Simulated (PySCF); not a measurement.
SiHClBr2, SMILES Cl[SiH](Br)Br.

Coordinates come from a B3LYP-D3(BJ)/def2-SVP optimisation.

Two levels are set side by side: TDDFT-PBE/def2-SVPD (PySCF) and TDDFT-LC-ωPBE/def2-SVPD (PySCF). Vertical, same geometry. The lowest singlet is HOMO→LUMO 97 % with PBE and HOMO→LUMO 83 % with the other functional; states are paired by order. Differences are taken from unrounded values.

```
quantity                              TDDFT-LC-ωPBE  TDDFT-PBE  TDDFT-PBE minus TDDFT-LC-ωPBE
------------------------------------  -------------  ---------  -----------------------------
lowest singlet excitation (eV)                 6.77       5.50                          -1.27
lowest triplet excitation (TDA) (eV)           6.21       5.18                          -1.03
```

Functionals without exact exchange tend to place singlet excitations lower, as here. Differences between two approximate levels are no errors against the true value.

Rough cost on one machine, each run with all the roots and properties that it gave: TDDFT-LC-ωPBE against TDDFT-PBE about 6 times.
